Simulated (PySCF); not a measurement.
**Working out the ionisation energy of Te(2+)**

Te(2+) [Kr] 4d10 5s2 5p2 (3P) → Te(3+) [Kr] 4d10 5s2 5p1 (2P). All numbers are calculated (PySCF 2.14, scalar relativity through the core potential, in aug-cc-pVTZ-PP with one added diffuse shell each of d, f type with ECP28MDF (6s5p5d3f, 67 functions)). Frozen: 4s2 4p6 4d10. Energies in hartree (1 hartree = 27.21139 eV):

| part | Te(2+) (lower) | Te(3+) (upper) |
| --- | --- | --- |
| UHF | -266.047497 | -265.056346 |
| CCSD correlation | -0.061137 | -0.047481 |
| (T) | -0.001290 | -0.000558 |

Task: What does Hartree-Fock give?

Result: (-265.056346) − (-266.047497) = 0.991151 hartree = 26.971 eV.

Task: What do CCSD and CCSD(T) give?

Result: The CCSD correlation energies differ by 0.013656 hartree = 0.372 eV and the triples by 0.000732 hartree = 0.020 eV, so CCSD gives 27.343 eV and CCSD(T) 27.363 eV.

Reference: 27.84 ± 0.04 eV (measured; NIST Atomic Spectra Database, ionization energies), between the lowest levels; spin-orbit coupling is absent from the calculation.

What remains against the reference includes basis incompleteness, the frozen core and higher excitations.
